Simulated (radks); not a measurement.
Cl, 17 electrons, occupied as [Ne] 3s2 3p5. All-electron calculation, Dirac Kohn-Sham, PBE, spin-unpolarised, spherical densities, finite nucleus; open shells are shared between the two j in proportion to 2j + 1; Fermi nuclear charge, rms radius 3.3654 fm. Program: a radial shooting solver on a logarithmic mesh with Libxc functionals.

Spin-orbit splittings of the eigenvalues, e(l+1/2) - e(l-1/2), with zeta = 2 splitting/(2l+1) and mean radii in bohr:

shell  occ.  splitting (eV)  zeta (eV)  <r> j=l-1/2  <r> j=l+1/2
2p        6           1.697      1.131       0.4053       0.4077
3p        5               ?          ?        1.837        1.847

Estimate the 3p splitting.

Answer. 0.1238 eV (zeta = 0.08255 eV).
